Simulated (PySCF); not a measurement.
Isomers of C7H10OSSi, mass 170.022 u with the commonest isotopes. Theory: PBE0/pcSseg-1 in PySCF (dipole) on a GFN2-xTB geometry, gas phase. One conformer each, none proved a minimum here; rigid rotors.

Problem. Order these by out-of-plane moment Σ m c² = (Ia + Ib − Ic)/2, largest first.
A. `[CH3:1][C:2](=[S:3])[C:4]1=[CH:5][Si@H:6]([OH:7])[CH:8]=[CH:9][CH2:10]1` with C1–C2–C4–C5 3°, C5–Si6–O7–H -62°, C4–C5–Si6–O7 150°, C5–Si6–C8–C9 -27°, C8–C9–C10–C4 38°, C2–C4–C10–C9 144°
B. `[CH:1]#[C:2][SiH2:3]/[C:4](=[CH:5]/[S:6][CH3:7])[C:8]([CH3:9])=[O:10]` with C2–Si3–C4–C5 0°, C4–C5–S6–C7 180°, Si3–C4–C8–C9 -179°
C. `[CH3:1][C:2](=[S:3])[C:4]1=[CH:5][SiH2:6][O:7][CH:8]=[CH:9][CH2:10]1` with C1–C2–C4–C5 9°, C4–C5–Si6–O7 -43°, C5–Si6–O7–C8 17°, Si6–O7–C8–C9 24°, C8–C9–C10–C4 -71°
D. `[CH3:1][SiH2:2][c:3]1[cH:4][cH:5][c:6]([C:7]([CH3:8])=[S:9])[o:10]1` with C1–Si2–C3–C4 126°, C5–C6–C7–C8 179°
E. `[CH2:1]=[C:2]1[CH:3]=[C:4]([O:5][SiH3:6])/[C:7]1=[CH:8]\[S:9][CH3:10]` with C3–C4–O5–Si6 0°, C7–C8–S9–C10 180°
F. `[CH3:1][C:2](=[S:3])[C:4]1=[CH:5][SiH2:6][CH:7]=[CH:8][CH2:9][O:10]1` with C1–C2–C4–C5 170°, C4–C5–Si6–C7 -55°, C5–Si6–C7–C8 41°, C7–C8–C9–O10 5°, C8–C9–O10–C4 -83°

Solution. F (56.79 u·Å²), C (36.30 u·Å²), D (26.42 u·Å²), A (20.72 u·Å²), B (6.27 u·Å²), E (4.48 u·Å²).

Problem. Order these by dipole moment, largest first.
A. `[CH2:1]=[C:2]1[CH:3]=[C:4]([O:5][SiH3:6])/[C:7]1=[CH:8]\[S:9][CH3:10]` with C3–C4–O5–Si6 0°, C7–C8–S9–C10 180°
B. `[CH2:1]=[C:2]1[CH:3]=[C:4]([O:5][SiH3:6])/[C:7]1=[CH:8]/[S:9][CH3:10]` with C3–C4–O5–Si6 -178°, C7–C8–S9–C10 -176°
C. `[CH3:1][C:2](=[S:3])[C:4]1=[CH:5][Si@H:6]([OH:7])[CH:8]=[CH:9][CH2:10]1` with C1–C2–C4–C5 3°, C5–Si6–O7–H -62°, C4–C5–Si6–O7 150°, C5–Si6–C8–C9 -27°, C8–C9–C10–C4 38°, C2–C4–C10–C9 144°
D. `[CH3:1][C:2](=[S:3])[C:4]1=[CH:5][SiH2:6][CH:7]=[CH:8][CH2:9][O:10]1` with C1–C2–C4–C5 170°, C4–C5–Si6–C7 -55°, C5–Si6–C7–C8 41°, C7–C8–C9–O10 5°, C8–C9–O10–C4 -83°
E. `[CH:1]#[C:2][SiH2:3]/[C:4](=[CH:5]/[S:6][CH3:7])[C:8]([CH3:9])=[O:10]` with C2–Si3–C4–C5 0°, C4–C5–S6–C7 180°, Si3–C4–C8–C9 -179°
F. `[CH3:1][SiH2:2][c:3]1[cH:4][cH:5][c:6]([C:7]([CH3:8])=[S:9])[o:10]1` with C1–Si2–C3–C4 126°, C5–C6–C7–C8 179°
G. `[CH3:1][C:2](=[S:3])[C:4]1=[CH:5][SiH2:6][O:7][CH:8]=[CH:9][CH2:10]1` with C1–C2–C4–C5 9°, C4–C5–Si6–O7 -43°, C5–Si6–O7–C8 17°, Si6–O7–C8–C9 24°, C8–C9–C10–C4 -71°

Solution. E (5.17 D), F (3.82 D), B (3.13 D), D (3.01 D), G (2.18 D), C (2.05 D), A (0.60 D).

Problem. Order these by radius of gyration √(Σ m r²/M), smallest first.
A. `[CH:1]#[C:2][SiH2:3]/[C:4](=[CH:5]/[S:6][CH3:7])[C:8]([CH3:9])=[O:10]` with C2–Si3–C4–C5 0°, C4–C5–S6–C7 180°, Si3–C4–C8–C9 -179°
B. `[CH3:1][C:2](=[S:3])[C:4]1=[CH:5][SiH2:6][O:7][CH:8]=[CH:9][CH2:10]1` with C1–C2–C4–C5 9°, C4–C5–Si6–O7 -43°, C5–Si6–O7–C8 17°, Si6–O7–C8–C9 24°, C8–C9–C10–C4 -71°
C. `[CH2:1]=[C:2]1[CH:3]=[C:4]([O:5][SiH3:6])/[C:7]1=[CH:8]\[S:9][CH3:10]` with C3–C4–O5–Si6 0°, C7–C8–S9–C10 180°
D. `[CH3:1][SiH2:2][c:3]1[cH:4][cH:5][c:6]([C:7]([CH3:8])=[S:9])[o:10]1` with C1–Si2–C3–C4 126°, C5–C6–C7–C8 179°
E. `[CH3:1][C:2](=[S:3])[C:4]1=[CH:5][SiH2:6][CH:7]=[CH:8][CH2:9][O:10]1` with C1–C2–C4–C5 170°, C4–C5–Si6–C7 -55°, C5–Si6–C7–C8 41°, C7–C8–C9–O10 5°, C8–C9–O10–C4 -83°
F. `[CH2:1]=[C:2]1[CH:3]=[C:4]([O:5][SiH3:6])/[C:7]1=[CH:8]/[S:9][CH3:10]` with C3–C4–O5–Si6 -178°, C7–C8–S9–C10 -176°

Solution. E (2.401 Å), B (2.428 Å), A (2.583 Å), F (2.631 Å), C (2.670 Å), D (2.697 Å).

| SMILES | point group | Ia (u·Å²) | Ib (u·Å²) | Ic (u·Å²) | κ | μa (D) | μb (D) | μc (D) |
| --- | --- | --- | --- | --- | --- | --- | --- | --- |
| CC(=S)C1=C[SiH2]C=CCO1 | C1 | 285.70 | 751.14 | 923.26 | -0.79 | 1.80 | 2.37 | 0.42 |
| C#C[SiH2]/C(=C/SC)C(C)=O | near Cs | 491.66 | 649.32 | 1128.46 | 0.14 | 3.69 | 3.62 | 0.02 |
| C[SiH2]c1ccc(C(C)=S)o1 | C1 | 218.98 | 1044.23 | 1210.37 | -0.93 | 3.80 | 0.32 | 0.10 |
| C=C1C=C(O[SiH3])/C1=C\SC | Cs | 459.88 | 756.60 | 1207.53 | -0.27 | 0.04 | 0.59 | 0.00 |
| C=C1C=C(O[SiH3])/C1=C/SC | near Cs | 430.07 | 751.99 | 1172.57 | -0.35 | 0.48 | 3.10 | 0.09 |
| CC(=S)C1=C[Si@H](O)C=CC1 | C1 | 255.57 | 887.88 | 1102.01 | -0.85 | 1.33 | 0.85 | 1.32 |
| CC(=S)C1=C[SiH2]OC=CC1 | C1 | 268.31 | 770.23 | 965.94 | -0.80 | 0.72 | 2.05 | 0.14 |
